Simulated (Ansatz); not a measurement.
Consider the redistribution: `OC[O][SnH3]` + `BCBN` → `N[BH][SnH3]` + `BCOCO`.

Calculated with Ansatz (gas phase, PBE0-D4/def2-TZVP geometries, no zero-point term in ΔE). CBS: MP2 limit from def2 TZ/QZ plus the TZ coupled-cluster correction, frozen cores. Functionals use def2-TZVPP. def2 core potentials past Kr. For Sn outer-core shells are correlated without core-valence functions, which leaves a few kJ/mol of doubt a bond. One conformer a species, not always the lowest.

**Question.** Is it downhill or uphill in electronic energy at CCSD(T)/CBS, and by how much? (Best estimate.)

**Answer.** Ansatz gave: Uphill: ΔE = +113.7 kJ/mol.

**Question.** What do these levels give: B2PLYP, SCS-MP2/def2-TZVPP, CCSD/def2-TZVPP, CCSD(T)/def2-TZVPP, HF/def2-QZVPP, MP2/CBS(def2)? (Best estimate.)

**Answer.** Computed: B2PLYP 111.7, SCS-MP2/def2-TZVPP 114.5, CCSD/def2-TZVPP 107.0, CCSD(T)/def2-TZVPP 107.9, HF/def2-QZVPP 113.0, MP2/CBS(def2) 122.2 kJ/mol.

Largest T1 diagnostic among the species: 0.014.
